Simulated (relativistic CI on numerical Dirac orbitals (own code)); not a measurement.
A reference radial Dirac CI calculation of Gd3+ gave the lowest total energy -11256.02251 Ha in 14 SCF steps, from this input:

```
atom Gd  Z=64  charge=3  electrons=61
nucleus A=158  rms_radius_fm=5.1569
hamiltonian dirac-coulomb  breit=on  qed=on  c_scale=1
orbitals kli  potential=per-configuration
slater_scale 1
correlation none
mixing on
grid step=0.0125 r_max=50.3
scf mixing=0.4 start=green max_iterations=150 tolerance=2e-08 node_fill=0.05
configurations
  [Xe] 4f7
end
```

One setting was then changed (and the iteration limit cut to 52), and the output read:

```
SCF 1: [Xe] 4f7
 iter      energy (Ha)   residual   last orbital (Ha)
    1    -11243.678101   3.18e+00     -3.60791
    2    -11272.078046   9.02e-01     -2.25410
    3    -11270.890270   3.05e-01     -2.05288
    4    -11272.054096   1.91e-01     -2.08383
    5    -11271.583982   4.25e-02     -2.05071
    6    -11271.538421   2.56e-02     -2.05657
    7    -11271.426091   5.71e-03     -2.05994
    8    -11271.442330   6.28e-04     -2.06338
    9    -11271.443574   5.08e-04     -2.06264
   10    -11271.441079   2.22e-04     -2.06254
   11    -11271.441717   1.61e-06     -2.06264
   12    -11271.441718   1.95e-06     -2.06265
   13    -11271.441712   4.75e-07     -2.06265
   14    -11271.441713   1.74e-07     -2.06265
   15    -11271.441712   1.66e-08     -2.06265
orbital energies (Ha): 4p3/2 -10.5102  4d3/2 -6.3348  4d5/2 -6.1373  5s -2.9052  5p1/2 -2.2139  5p3/2 -2.0627  4f5/2 -1.3271  4f7/2 -1.3042
configuration averages (Ha): Dirac-Coulomb, Breit, QED
  4f7                         -11271.441712   10.212592    6.919091
levels: no., configuration, term, J, E (cm-1), weight
   1 4f7                    8S*  7/2              0.0  0.94
   2 4f7                    6P*  7/2          31092.0  0.57
   3 4f7                    6P*  5/2          32410.3  0.72
   4 4f7                    6P*  3/2          33561.0  0.82
   5 4f7                    6I*  7/2          34724.1  0.81
   6 4f7                    6I*  9/2          35667.4  0.87
   7 4f7                    6I*  17/2         36131.9  0.90
   8 4f7                    6I*  11/2         36410.0  0.91
   9 4f7                    6I*  13/2         36836.1  0.93
  10 4f7                    6I*  15/2         36859.1  0.94
  11 4f7                    6D*  9/2          40250.0  0.83
  12 4f7                    6D*  7/2          42168.2  0.66
  13 4f7                    6D*  1/2          42279.4  0.97
  14 4f7                    6D*  3/2          42754.5  0.81
lowest total energy -11254.732584 Ha
end: converged
```

Which setting was changed?
A. node fill of the KLI weights
B. start potential
C. QED terms
D. speed of light

A. The node fill of the KLI weights 50. This setting is bad on purpose; its numbers may not be properties of the ion.
